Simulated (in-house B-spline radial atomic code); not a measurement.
Checks on a self-consistent run for Hf¹⁶⁺, [Kr] 4d10 4f10. Computed with a radial B-spline atomic code at the basis-set limit: Dirac-Hartree-Fock, average of configuration, Fermi nucleus of rms radius 5.347 fm.

| orbital | q | ε (Eh) | <1/r> | <r²> | small-component weight |
| --- | --- | --- | --- | --- | --- |
| 1s1/2 | 2 | -2430.06286 | 83.776 | 0.000495022 | 0.073344 |
| 2s1/2 | 2 | -431.64299 | 20.3238 | 0.00757407 | 0.016565 |
| 2p1/2 | 2 | -411.97042 | 20.2487 | 0.00544562 | 0.016584 |
| 2p3/2 | 4 | -368.06964 | 17.2192 | 0.00664674 | 0.015068 |
| 3s1/2 | 2 | -110.89193 | 7.47248 | 0.0494064 | 0.0054415 |
| 3p1/2 | 2 | -102.20107 | 7.37465 | 0.0455892 | 0.005369 |
| 3p3/2 | 4 | -92.63403 | 6.59974 | 0.0521411 | 0.0049457 |
| 3d3/2 | 4 | -78.13459 | 6.47316 | 0.0407248 | 0.0048036 |
| 3d5/2 | 6 | -76.07172 | 6.28745 | 0.0425323 | 0.0046832 |
| 4s1/2 | 2 | -33.75996 | 3.13728 | 0.242646 | 0.0017764 |
| 4p1/2 | 2 | -30.13740 | 3.03442 | 0.249973 | 0.0016972 |
| 4p3/2 | 4 | -27.85527 | 2.7874 | 0.280571 | 0.0015607 |
| 4d3/2 | 4 | -21.84376 | 2.59414 | 0.299525 | 0.0013905 |
| 4d5/2 | 6 | -21.40881 | 2.5321 | 0.31069 | 0.0013499 |
| 4f5/2 | 4.2857 | -13.98234 | 2.20432 | 0.352281 | 0.0010527 |
| 4f7/2 | 5.7143 | -13.90034 | 2.18227 | 0.358461 | 0.0010376 |

Electron-electron repulsion V_ee = 4819.3837 hartree.

(1) What total energy follows from the eigenvalues?

(2) Does the Dirac virial theorem hold?

(3) What diamagnetic shielding (Lamb formula) and susceptibility (Langevin formula) do the radii give?

Answers

(1) The eigenvalues count the repulsion twice, so E = Σqε - V_ee = -10179.720 - 4819.384 = -14999.104 hartree; the run printed -14999.104.

(2) For a point nucleus E = -2c²Σq·w, with w the small-component weight. Here Σq·w = 0.39927 and c = 137.0360, so the ratio E/(-2c²Σq·w) is 1.000232; the finite nucleus accounts for the departure from 1.

(3) σ = (α²/3)Σq<1/r> = 508.264/(3·137.036²) = 9021.9 ppm, and χ = -0.79199×10⁻⁶·Σq<r²> = -7.602×10⁻⁶ cm³/mol with Σq<r²> = 9.5981 bohr². Both are non-relativistic formulas without the paramagnetism of open shells; for so heavy an element the full relativistic shielding is larger by tens of per cent.
